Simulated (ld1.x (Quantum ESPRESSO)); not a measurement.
chlorine (Cl), RRKJ: configuration errors across variants

Cl, norm-conserving RRKJ (Kleinman–Bylander form), made with ld1.x (Quantum ESPRESSO) 7.5 (PBEsol, scalar-relativistic). Core [Ne], reference 3s2 3p5. Waves: 3s (bound): rc 1.25 bohr; 3d channel at 0.45 Ry: rc 1.15 bohr; 3p (bound): rc 1.20 bohr. Local part: the p channel. Core correction: a·sin(br)/r model core inside 1.00 bohr. rho0 = 0.01.

All-electron excitation energies from the reference (eV): (1) 3s2 3p4 13.835; (2) 3s2 3p3 39.233; (3) 3s2 3p2 77.488; (4) 3s1 3p5 26.505; (5) 3s2 3p1 129.682; (6) 3s1 3p6 12.114; (7) 3s2 3p4.5 5.564.

A true bound ghost makes a file unfit for plane-wave use even where its test errors are small: the radial tests pick states by their node count and pass the ghost by.

Errors AE − PS in meV (a dash: test not solved or not reliable):

| change | (1) | (2) | (3) | (4) | (5) | (6) | (7) | bound ghosts |
| --- | --- | --- | --- | --- | --- | --- | --- | --- |
| base | +2.6 | +19 | +63 | +5.8 | +147 | +0.9 | +0.3 | none |
| wave 3p (bound): rc 1.20 bohr becomes 3p (bound): rc 0.88 bohr | +9.1 | +49 | +135 | +24 | +262 | +7.3 | +1.9 | none |
| wave 3p (bound): rc 1.20 bohr becomes 3p (bound): rc 1.04 bohr | +4.1 | +25 | +72 | +10 | +148 | +2.3 | +0.7 | none |
| wave 3p (bound): rc 1.20 bohr becomes 3p (bound): rc 1.10 bohr | +3.4 | +22 | +68 | +8.4 | +146 | +1.7 | +0.5 | none |
| wave 3p (bound): rc 1.20 bohr becomes 3p (bound): rc 1.22 bohr | +2.6 | +19 | +63 | +5.8 | +147 | +0.9 | +0.3 | none |
| wave 3p (bound): rc 1.20 bohr becomes 3p (bound): rc 1.32 bohr | +2.2 | +18 | +62 | +4.4 | +149 | +0.5 | +0.2 | none |
| wave 3p (bound): rc 1.20 bohr becomes 3p (bound): rc 1.46 bohr | +2.0 | +17 | +61 | +3.8 | +151 | +0.3 | +0.1 | none |
| wave 3p (bound): rc 1.20 bohr becomes 3p (bound): rc 1.60 bohr | +2.1 | +18 | +61 | +4.7 | +147 | +0.7 | +0.1 | none |
| wave 3p (bound): rc 1.20 bohr becomes 3p (bound): rc 1.70 bohr | +2.4 | +18 | +60 | +6.4 | +138 | +1.4 | +0.2 | none |
| wave 3p (bound): rc 1.20 bohr becomes 3p (bound): rc 1.78 bohr | +2.5 | +19 | +60 | +7.0 | +134 | +1.6 | +0.3 | none |

(1) Give the same row for: wave 3p (bound): rc 1.20 bohr becomes 3p (bound): rc 0.76 bohr.

Results:

(1) +19, +100, +257, +33, +378, +0.7, +4.2; bound ghosts: s.
